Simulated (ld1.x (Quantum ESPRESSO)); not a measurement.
# Which change was made? (Ti, TM)

Ti, norm-conserving Troullier–Martins (Kleinman–Bylander form), made with ld1.x (Quantum ESPRESSO) 7.5 (PBE, fully relativistic). Core [Ar], reference 3d2 4s2 4p0. Waves: 4s (bound): rc 3.20 bohr; 4p (bound, empty): rc 3.15 bohr; 3d (bound): rc 1.80 bohr. Local part: the d channel. Core correction: none.

Open shells are filled in proportion to 2j + 1 (rel_dist='average').

Cutoffs, loose and tight: the cutoffs (Ry, on a coarse ladder) from which the occupation-weighted sum of valence levels, in a spherical-Bessel basis at the reference potential, stays within 10 and 1 mRy of its value at 400 Ry. They do not see the model core or the augmentation charge, which bear on the density cutoff. Test errors are all-electron minus pseudo excitation energies from the reference, over the configurations 3d2 4s1 4p0; 3d2 4s0 4p0; 3d1 4s0 4p0; 3d2 4s1.5 4p0; 3d2 4s1 4p1; 3d2 4s0 4p2; 3d2.5 4s1.5 4p0; variants that change the core or the reference have their own tests. The largest error is taken over the tests solved by every variant that gives reliable tests at all, those not shown here included: 3d1 4s0 4p0; 3d2 4s0 4p0; 3d2 4s1 4p0; 3d2 4s1 4p1; 3d2 4s1.5 4p0; 3d2.5 4s1.5 4p0.

The base gives: outcome: generated; cutoff, loose: 60 Ry; cutoff, tight: 70 Ry; bound ghosts: s, p3/2, p1/2; largest test error (meV): +389.

(1) After one change the result is: outcome: generated; cutoff, loose: 60 Ry; cutoff, tight: 70 Ry; bound ghosts: s, p3/2, p1/2; largest test error (meV): -132. Which change was it?
A. functional LDA (PZ)
B. wave 4s (bound): rc 3.20 bohr becomes 4s (bound): rc 4.18 bohr
C. core correction a·sin(br)/r model core inside 2.22 bohr
D. wave 3d (bound): rc 1.80 bohr becomes 3d (bound): rc 2.78 bohr

Answers

(1) C. The others give: functional LDA (PZ) → outcome: generated; cutoff, loose: 60 Ry; cutoff, tight: 70 Ry; bound ghosts: s, p3/2, p1/2; largest test error (meV): +278 | wave 3d (bound): rc 1.80 bohr becomes 3d (bound): rc 2.78 bohr → outcome: generated; cutoff, loose: 30 Ry; cutoff, tight: 40 Ry; bound ghosts: s; largest test error (meV): +571 | wave 4s (bound): rc 3.20 bohr becomes 4s (bound): rc 4.18 bohr → outcome: generated; cutoff, loose: 60 Ry; cutoff, tight: 70 Ry; bound ghosts: s, p3/2, p1/2; largest test error (meV): +90.
